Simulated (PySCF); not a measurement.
Computed properties of BiH3O, SMILES [BiH2][OH]

Bi(H)2(OH) (BiH₃O), SMILES [BiH2][OH]. The structure is a stationary point at PBE0-D3(BJ)/def2-TZVP. The def2 effective core potentials stand for the cores of Bi; spin–orbit coupling is left out. One conformer was computed; it need not be the lowest. All values are computed for the isolated molecule unless a solvent is named; none is compared with measurement here.

**Structure.** The optimised structure has Cs symmetry. All 9 harmonic modes at PBE0-D3(BJ)/def2-TZVP (PySCF) are real, so it is a minimum.

**Vibrations.** The strongest infrared lines (harmonic, unscaled, degenerate partners summed) lie at 1790 cm⁻¹ (302 km/mol, H 100 %), 1787 cm⁻¹ (277 km/mol, H 99 %), 248 cm⁻¹ (114 km/mol, H 94 %). The softest mode is at 248 cm⁻¹ and the zero-point energy is 15.9 kcal/mol.

**Electronic structure.** PBE0/def2-TZVPD (PySCF) places the frontier levels at -7.94 and -1.28 eV, a gap of 6.66 eV, and gives a dipole moment of 1.78 D and a mean polarisability of 53.4 bohr³.

**Excitations.** TDDFT-ωB97X/def2-TZVPD (PySCF) has S1 at 5.41 eV (229 nm, f = 0.011, weak); the most intense of the 10 singlets computed lies at 7.48 eV (f = 0.21). T1 (TDA) is at 4.91 eV. No vertical singlet excitation falls in the visible range (under 3.1 eV).
